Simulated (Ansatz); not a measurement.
`O=C[SiH](O)CF`, relaxed with RKS PBE0-D4/def2-TZVP in Ansatz from a PBE-D4/def2-SVP geometry. The force threshold is 0.005 eV/Å; the program also tests the step.

Total charge 0; spin multiplicity 1.

Start:

```xyz
11

O    -2.062    0.046    1.379
C    -1.533    0.521    0.380
Si    0.406    0.423    0.339
O     0.708   -0.334    1.801
C     0.909   -0.614   -1.182
F     0.399    0.071   -2.294
H    -2.175    0.951   -0.448
H     1.035    1.782    0.234
H    -0.170   -0.484    2.225
H     2.011   -0.724   -1.289
H     0.473   -1.638   -1.144
```

| step | energy (eV) | largest force (eV/Å) | largest move (Å) |
| --- | --- | --- | --- |
| 1 | -16835.7066 | 1.044 | 0.000 |
| 2 | -16835.7697 | 0.658 | 0.045 |
| 3 | -16835.7751 | 0.486 | 0.032 |
| 4 | -16835.7853 | 0.237 | 0.087 |
| 5 | -16835.7896 | 0.092 | 0.031 |
| 6 | -16835.7902 | 0.112 | 0.027 |
| 7 | -16835.7916 | 0.024 | 0.041 |
| 8 | -16835.7916 | 0.053 | 0.018 |
| 9 | -16835.7918 | 0.012 | 0.005 |
| 10 | -16835.7919 | 0.011 | 0.006 |
| 11 (rejected) | -16835.7721 | 0.723 | 0.035 |
| 12 | -16835.7919 | 0.011 | 0.018 |
| 13 | -16835.7920 | 0.014 | 0.013 |
| 14 | -16835.7920 | 0.002 | 0.002 |

End:

```xyz
11

O    -2.111    0.058    1.349
C    -1.562    0.533    0.379
Si    0.357    0.422    0.325
O     0.751   -0.326    1.727
C     0.897   -0.614   -1.161
F     0.508    0.055   -2.322
H    -2.178    0.994   -0.424
H     0.951    1.778    0.216
H    -0.025   -0.540    2.260
H     1.982   -0.756   -1.190
H     0.430   -1.604   -1.159
```

Hardware: 4 threads of an Arm Neoverse V2 on a shared host. Wall time 53 s, peak host memory 0.59 GiB.
